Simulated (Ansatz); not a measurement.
Stepwise reaction of `[NH2][Sc]([NH2])[O][SiH3]` with water, as a gas-phase model of exchange steps in deposition or etching. ΔE in kJ/mol.

Isolated molecules relaxed with PBE0-D4/def2-TZVP in Ansatz; ΔE leaves out vibrations. CCSD(T)/CBS is the MP2 limit (def2-TZVPP, def2-QZVPP) plus CCSD(T) − MP2 in def2-TZVPP, frozen cores. This one scheme is used for every species. DFT in def2-TZVPP. B3LYP here is the variant with VWN-RPA as its local correlation; programs differ in this. For Sc outer-core shells are correlated without core-valence functions, which leaves a few kJ/mol of doubt a bond. Scalar relativity is left out up to krypton. One conformer a species, not always the lowest.

| step | reaction | PBE-D4 | B3LYP-D4 | ωB97M-V | CCSD(T)/CBS |
| --- | --- | --- | --- | --- | --- |
| 1 | `[NH2][Sc]([NH2])[O][SiH3]` + H₂O → `[NH2][Sc]([OH])[O][SiH3]` + NH₃ | -73.0 | -75.9 | -76.5 | -74.2 |

(1) Give the row of step 2, `[NH2][Sc]([OH])[O][SiH3]` + H₂O → `[OH][Sc]([OH])[O][SiH3]` + NH₃. (An estimate is asked.)

(2) By hand: ΔE of the 2 steps together at CCSD(T)/CBS.

Answers

(1) Ansatz gave: 
```json
{"step": "2", "reaction": "`[NH2][Sc]([OH])[O][SiH3]` + H₂O → `[OH][Sc]([OH])[O][SiH3]` + NH₃", "PBE-D4": "-65.2", "B3LYP-D4": "-68.9", "ωB97M-V": "-69.6", "CCSD(T)/CBS": "-67.9"}
```

(2) (-74.2) + (-67.9) = -142.1 kJ/mol, or -71.1 kJ/mol a step.

In ΔE each step is higher than the one before. All are downhill at CCSD(T)/CBS. PBE-D4 differs from CCSD(T)/CBS by 1.2 to 2.7 kJ/mol a step. Only this route is followed, and other bonds may react first. Isolated molecules leave out the surface, adducts and barriers. Largest T1 diagnostic: 0.015.
